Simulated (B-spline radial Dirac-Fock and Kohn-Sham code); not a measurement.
# Binding energies of Tb in different valence configurations

These are calculated numbers from a radial B-spline solver; the model is Dirac-Fock energy differences between relaxed states, corrected for Breit and QED terms. No correlation.

Reference: the tabulated ground configuration [Xe] 4f9 6s2, with 2p1/2 8254.7 eV, 3p1/2 1769.9 eV, 4p1/2 328.3 eV, 4p3/2 294.1 eV, 4d3/2 162.9 eV, 4d5/2 156.8 eV, Kα1 44479.8 eV, Kβ1 50381.5 eV, Lα1 6273.6 eV, Lβ2 7359.9 eV.

Shifts from the reference in eV.

| configuration | average energy | 2p1/2 | 3p1/2 | 4p1/2 | 4p3/2 | 4d3/2 | 4d5/2 | Kα1 | Kβ1 | Lα1 | Lβ2 |
| --- | --- | --- | --- | --- | --- | --- | --- | --- | --- | --- | --- |
| [Xe] 4f10 6s1 | +7.67 | -9.38 | -10.38 | -9.86 | -9.73 | -9.21 | -9.18 | +0.67 | +1.64 | +0.82 | -0.27 |
| [Xe] 4f8 5d1 6s2 | +0.61 | +8.34 | +9.58 | +8.69 | +8.49 | +7.90 | +7.84 | -0.72 | -1.92 | -1.04 | +0.58 |
| [Xe] 4f9 5d2 | +4.83 | -3.33 | -3.29 | -3.32 | -3.34 | -3.31 | -3.31 | +0.16 | +0.12 | -0.06 | -0.02 |
| [Xe] 4f7 5d2 6s2 | +7.32 | +17.37 | +20.03 | +17.90 | +17.45 | +16.20 | +16.07 | -1.54 | -4.12 | -2.22 | +1.47 |
| [Xe] 4f9 5d1 6s1 | +2.16 | -2.03 | -2.01 | -2.02 | -2.03 | -2.01 | -2.01 | +0.08 | +0.05 | -0.04 | -0.02 |
| [Xe] 4f8 6s2 6p1 | +1.76 | +12.25 | +13.46 | +12.55 | +12.36 | +11.73 | +11.67 | -0.84 | -2.00 | -0.98 | +0.67 |
| [Xe] 4f9 6s1 6p1 | +1.68 | +1.25 | +1.25 | +1.26 | +1.26 | +1.25 | +1.25 | -0.01 | -0.01 | 0.00 | 0.00 |
